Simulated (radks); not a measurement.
Results of a calculation; reference values are marked as such.
Problem. Cd XXXI, configuration [Ar] (the NIST ground configuration). Code: a radial shooting solver on a logarithmic mesh with Libxc functionals. Model: Dirac Kohn-Sham, PBE, spin-unpolarised, spherical densities, finite nucleus; Fermi nuclear charge, rms radius 4.6087 fm. Some entries of the table are withheld. Estimate them.

| orbital | occ. | eigenvalue (eV) | <1/r> (bohr^-1) |
|---|---|---|---|
| 1s1/2 | 2 | (1) | 50.64 |
| 2s1/2 | 2 | -5401.932 | (2) |
| 2p1/2 | 2 | (3) | (4) |
| 2p3/2 | 4 | (5) | (6) |
| 3s1/2 | 2 | -1961.743 | (7) |
| 3p1/2 | 2 | -1866.344 | (8) |
| 3p3/2 | 4 | -1821.304 | (9) |

Solution. 
(1) 1s1/2 eigenvalue (eV): -28002.48
(2) 2s1/2 <1/r> (bohr^-1): 11.80
(3) 2p1/2 eigenvalue (eV): -5142.359
(4) 2p1/2 <1/r> (bohr^-1): 11.75
(5) 2p3/2 eigenvalue (eV): -4947.014
(6) 2p3/2 <1/r> (bohr^-1): 11.02
(7) 3s1/2 <1/r> (bohr^-1): 4.602
(8) 3p1/2 <1/r> (bohr^-1): 4.536
(9) 3p3/2 <1/r> (bohr^-1): 4.352
